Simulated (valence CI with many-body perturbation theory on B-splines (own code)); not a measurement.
Valence orbitals of Sm23+

Level of theory: valence CI with perturbative core correlation (CI+MBPT): three valence electrons over a frozen Dirac-Fock core [Kr], a basis of 9 s, 9 p, 10 d, 8 f, 5 g, 3 h, 1 i functions for each j, with the one-electron correlation potential Σ1, the two-electron term Σ2, the three-electron term Σ3, Breit, model QED; selected CI, second order for the rest (own B-spline code, finite nucleus).

No measured spectrum was set against this ion. As an estimate, terms of the open shell hold to 2 to 4 % of their energy, and close levels can change places. Only levels of the ground parity were solved; by the run's estimate the other parity begins above the list, which can be wrong where configurations are misplaced.

These are the spectroscopic orbitals of the CI (the correlating ones are not listed), shaped by the core and the other valence electrons. h is the expectation value of the core's Dirac-Fock operator, without the valence repulsion; Σ1 is computed up to l = 3 at one energy for each symmetry, that of its lowest orbital but kept below the first core excitation, so for empty shells it is not the orbital's own correlation shift; Breit and QED include the response of the core.

```
Orbital  h (hartree)  Σ1 (cm⁻¹)  Breit (cm⁻¹)  QED (cm⁻¹)  ⟨r⟩ (bohr)
  5s1/2      -20.846     -10937          1823        1451      0.9849
  6s1/2      -13.278      -4139           934         745       1.541
  7s1/2      -9.2188      -2103           534         431       2.224
  5p1/2      -19.677     -10394          2834       -49.5       1.011
  6p1/2      -12.667      -4145          1491       -24.6       1.582
  7p1/2      -8.8589      -2158           869       -14.0       2.282
  5p3/2      -19.181      -9538          1701        96.8       1.039
  6p3/2      -12.411      -3893           904        52.1       1.616
  7p3/2      -8.7097      -2047           565        30.9       2.322
  4d3/2      -30.173     -20884          2777        -394      0.5709
  5d3/2      -17.264      -9000          1134        -126       1.076
  6d3/2      -11.404      -4092           606       -65.1       1.689
  4d5/2      -29.915     -20410          1415        -242      0.5768
  5d5/2      -17.159      -8903           624       -69.0       1.083
  6d5/2      -11.349      -4050           337       -35.3       1.698
  4f5/2      -24.778     -39898           108        -280      0.5662
  5f5/2      -15.112      -8849           154       -94.0       1.117
  4f7/2      -24.729     -37238          -569        -237      0.5683
  5f7/2      -15.089      -8709          -121       -76.2       1.119
  5g7/2      -13.785                    -95.8       -31.2       1.083
  5g9/2       -13.78                     -142       -25.6       1.084
```

Among the shells of the start configuration 4d3, Σ1 is largest in size for 4d3/2, where it is 0.32 % of h.

Lowest root of each symmetry, sizes in configuration state functions:

```tsv
J	Parity	Roots	Reference	Variational	Second order	Change by selected CI (cm⁻¹)	Change by second order (cm⁻¹)
1/2	even	2	40	3585	4886	-2450	-2
3/2	even	5	70	6810	8595	-2115	-1
5/2	even	5	84	8336	15859	-1617	-1
7/2	even	3	80	7716	18439	-1968	-2
9/2	even	3	68	6902	12263	-2402	-3
11/2	even	1	44	4825	16493	-2808	-4
```
